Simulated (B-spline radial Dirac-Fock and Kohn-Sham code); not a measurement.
## Tc⁺ 3d3/2: cross section and angular parameters

System: the Tc⁺ ion, configuration [Kr] 4d5 5s1; threshold 278.6 eV (orbital energy of the model). The computed values come from a radial atomic solver: Dirac-Hartree-Slater photoionisation with a Latter tail; cross sections with all multipoles, angular parameters from the dipole term and its interference with E2.

For linearly polarised light dσ/dΩ = σ/(4π) [1 + β P₂(cos θ) + (δ + γ cos²θ) sin θ cos φ], with θ from the polarisation vector and φ the angle between the beam and the projection of the electron momentum on the plane normal to the polarisation.

```tsv
hν (eV)	σ (kb)	β	γ	δ
400	1480	0.508	-0.041	0.010
767	389	1.135	0.057	0.035
800	349	1.152	0.071	0.037
933	233	1.200	0.130	0.043
1030	177	1.220	0.173	0.047
1680	41.9	1.212	0.431	0.070
1790	34.3	1.201	0.469	0.074
1820	32.6	1.198	0.479	0.075
2984.4	6.40	1.063	0.786	0.119
3030	?	?	?	?
3330	4.39	1.024	0.855	0.132
4000	2.30	0.956	0.968	0.158
4460	1.55	0.914	1.033	0.176
5180	0.899	0.856	1.119	0.204
7390	0.235	0.717	1.305	0.286
7800	0.191	0.696	1.331	0.301
12000	0.0347	0.536	1.502	0.442
15000	0.0140	0.458	1.562	0.534
```

**Question.** Give the values at 3030 eV.

**Answer.** σ = 6.08 kb, β = 1.057, γ = 0.796, δ = 0.121.
